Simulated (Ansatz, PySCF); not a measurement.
Gas-phase reaction (SMILES): SS (H2S2) + [H][H] (H2) -> 2 S (H2S); energy of full hydrogenation.

Structures are relaxed separately at B3LYP-D3(BJ)/def2-TZVP in Ansatz (an electronic-structure program), one conformer each, not searched for the lowest. Correlated levels leave the core frozen unless marked. Spin-orbit coupling is left out. No relativistic terms. CBS(X,Y): correlation extrapolated as X^-3; Hartree-Fock from the larger set. Thermal terms are rigid-rotor harmonic-oscillator values from B3LYP-D3(BJ) frequencies (PySCF) at 298.15 K and 1 atm. 1 Eh = 627.5095 kcal/mol.

| species | E, CCSD(T)/CBS(def2-TZVPPD,def2-QZVPPD) (Ansatz) (Eh) | E, PBE/def2-TZVPD (Ansatz) (Eh) | H - E (Eh) | G - E (Eh) |
|---|---|---|---|---|
| SS (H2S2) | -796.73858 | -797.26979 | 0.02260 | -0.00601 |
| [H][H] (H2) | -1.17452 | -1.16589 | 0.01336 | -0.00144 |
| S (H2S) | -398.96885 | -399.22829 | 0.01881 | -0.00454 |

Q: Work out ΔE and ΔH, ΔG, ΔS and the equilibrium constant at 298.15 K at the first level, then ΔH at the second.

A: 
1. ΔE = [2×(-398.96885)] - [(-796.73858) + (-1.17452)] = -0.02460 Eh = -15.4 kcal/mol at CCSD(T)/CBS(def2-TZVPPD,def2-QZVPPD).
2. The terms H - E add up to 0.00166 Eh, so ΔH = (-0.02460 + (0.00166))×627.5095 = -14.4 kcal/mol.
3. The terms G - E add up to -0.00163 Eh, so ΔG = -16.5 kcal/mol, and ΔS = (0.00166 - (-0.00163))×627509.5/298.15 = 6.9 cal/(mol K).
4. log10 K = -ΔG/(RT ln 10) = 12.1, with RT ln 10 = 1.3642 kcal/mol.
5. At PBE/def2-TZVPD the same steps give ΔE = -13.1 and ΔH = -12.1 kcal/mol, a shift of +2.3 from the first level.
6. These values are not checked against measurement here, since the tables used lack a sound gas-phase enthalpy of formation for at least one species.
